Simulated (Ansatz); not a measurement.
Calculated with Ansatz (gas phase, PBE0-D4/def2-TZVP geometries, no zero-point term in ΔE). CCSD(T)/CBS is the MP2 limit (def2-TZVPP, def2-QZVPP) plus CCSD(T) − MP2 in def2-TZVPP, frozen cores. DFT in def2-TZVPP. B3LYP here is the variant with VWN-RPA as its local correlation; programs differ in this. For Ga, Ge, Se outer-core shells are correlated without core-valence functions, which leaves a few kJ/mol of doubt a bond. Scalar relativity is left out up to krypton. Each species was taken in one conformer, which may not be the lowest.

Reaction (formal exchange of groups at the Se–Ge bond): `[CH3][Ge]([CH3])([Cl])[SeH]` + `[OH][GaH2]` → `[OH][GaH][SeH]` + `[CH3][GeH]([CH3])[Cl]`

`[CH3][Ge]([CH3])([Cl])[SeH]`:

Z-matrix (Å, degrees):
```
C
Ge 1 1.941
H 1 1.091 2 109.4
H 1 1.091 2 109.7 3 120.4
H 1 1.090 2 109.8 3 -119.5
C 2 1.941 1 115.6 3 -58.4
Cl 2 2.174 1 105.8 3 59.8
Se 2 2.354 1 111.4 3 178.7
H 6 1.091 2 109.3 1 58.4
H 6 1.090 2 109.9 1 177.9
H 6 1.091 2 110.0 1 -61.7
H 8 1.468 2 92.6 1 -45.8
```

`[OH][GaH2]`:

Z-matrix (Å, degrees):
```
Ga
O 1 1.788
H 1 1.565 2 117.5
H 1 1.556 2 113.8 3 180.0
H 2 0.959 1 114.1 3 0.0
```

`[OH][GaH][SeH]`:

```xyz
6

O     1.094   -0.768    0.865
Ga   -0.586   -0.351    0.439
Se   -0.985    1.139   -1.305
H     1.764   -0.339    0.329
H    -1.732   -1.003    1.254
H     0.446    1.323   -1.582
```

`[CH3][GeH]([CH3])[Cl]`:

```xyz
11

C     0.940    1.362   -0.202
Ge   -0.189    0.041    0.666
C    -0.565   -1.502   -0.452
Cl   -2.096    1.009    1.056
H     0.484    1.678   -1.141
H     1.923    0.935   -0.410
H     1.062    2.233    0.441
H     0.354   -0.365    2.048
H    -1.014   -1.177   -1.392
H     0.359   -2.042   -0.668
H    -1.257   -2.174    0.055
```

| level | ΔE (kJ/mol) |
| --- | --- |
| PBE-D4 | -36.9 |
| revPBE-D4 | -33.8 |
| BHLYP-D4 | -40.0 |
| B2PLYP | -42.0 |
| PBE | -41.3 |
| B3LYP | -44.0 |
| BHLYP | -46.1 |
| HF/CBS(def2) | -49.2 |

What does CCSD(T)/CBS give? (Estimate.)

The calculation gave: -41.2 kJ/mol. The listed levels differ from it by 4.3, 7.4, 1.2, -0.8, -0.1, -2.8, -4.9, -8.0 kJ/mol.

Largest T1 diagnostic among the species: 0.015.

At CCSD(T), def2-SVP lies −3.9 kJ/mol from the extrapolated value and def2-TZVPP +0.9 kJ/mol. From BLYP to BHLYP (50 % exact exchange), in def2-TZVPP and without D4, ΔE moves by −3.3 kJ/mol.
